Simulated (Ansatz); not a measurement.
`COC([SiH3])=S` + `[CH3][AlH][OH]` → `[CH3][AlH][O][SiH3]` + `COC=S` at 700 K and 1 bar (ligand exchange at the Si–C bond).

Program: Ansatz. Geometries: PBE0-D4/def2-TZVP. ΔE: electronic, gas phase. CCSD(T)/CBS is the MP2 limit (def2-TZVPP, def2-QZVPP) plus CCSD(T) − MP2 in def2-TZVPP, frozen cores. One conformer a species, not always the lowest.

```json
{"species": "`COC([SiH3])=S`", "CCSD(T)/CBS energy (Eh)": "-841.69602", "H − E (kJ/mol)": "275.8", "S (J/(mol·K))": "478.9"}
{"species": "`[CH3][AlH][OH]`", "CCSD(T)/CBS energy (Eh)": "-358.31021", "H − E (kJ/mol)": "207.1", "S (J/(mol·K))": "395.2"}
{"species": "`[CH3][AlH][O][SiH3]`", "CCSD(T)/CBS energy (Eh)": "-648.63113", "H − E (kJ/mol)": "272.9", "S (J/(mol·K))": "520.2"}
{"species": "`COC=S`", "CCSD(T)/CBS energy (Eh)": "-551.42124", "H − E (kJ/mol)": "209.7", "S (J/(mol·K))": "384.8"}
```

H − E and S are ideal-gas, rigid-rotor, harmonic terms from PBE0-D4/def2-TZVP, for one conformer and one mirror image of each species. 1 Eh = 2625.50 kJ/mol, R = 8.31446 J/(mol·K).

Q: By hand: ΔE, ΔH, ΔS and ΔG.

A: ΔE = (-648.63113) + (-551.42124) − (-841.69602) − (-358.31021) = -0.04614 Eh = -121.1 kJ/mol. Δ(H − E) = 272.9 + 209.7 − 275.8 − 207.1 = -0.3, so ΔH = -121.4 kJ/mol. ΔS = 520.2 + 384.8 − 478.9 − 395.2 = 30.9 J/(mol·K). ΔG = -121.4 − 700 × (30.9)/1000 = -143.0 kJ/mol.

Q: By hand: the equilibrium constant, and the temperature at which ΔG would vanish if ΔH and ΔS stayed fixed.

A: log₁₀ K = −ΔG/(RT ln 10) = 10.7. ΔH and −TΔS have one sign here, so there is no such temperature.

ΔH outweighs TΔS. A doubt of 5 kJ/mol in ΔE shifts log₁₀ K by 0.4 here. Other conformers and mirror images would add mixing entropy, several J/(mol·K) or more a flexible species. Modes under 60 cm⁻¹, often nearly free rotors, make the harmonic entropy too high. These are equilibria of isolated gas molecules and say nothing of rates. Largest T1 diagnostic: 0.017 (customary marks: 0.02 for closed shells, 0.045 for open ones).
